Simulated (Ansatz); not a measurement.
```xyz
3

Cl    0.0000    0.0000    0.0000
B     0.0000    2.1382    1.6407
Mg    0.0000   -2.7935    2.1435
```

Basis set: pcseg-2 (spherical functions). Charge 0, multiplicity 3.

Computed with Ansatz (development build ahead of 0.2.0); each method stands on the lowest determinant of its kind that the runs found. Restricted functionals stand beside restricted open-shell atoms, which can lie above the unrestricted atoms usual in DFT and then raise those values.

**Question.** Give the atomization energy at this shape (free ground-state atoms in the same class of orbitals less the molecule, no zero-point energy) of triplet MgBCl by PBE (unrestricted), PBE (restricted open-shell).

**Answer.**

| method | atomization energy |
| --- | --- |
| PBE (unrestricted) | 45.61 kcal/mol |
| PBE (restricted open-shell) | 46.68 kcal/mol |

Caution: other spin multiplicities may lie lower.

The shape needn't be a minimum at these levels.
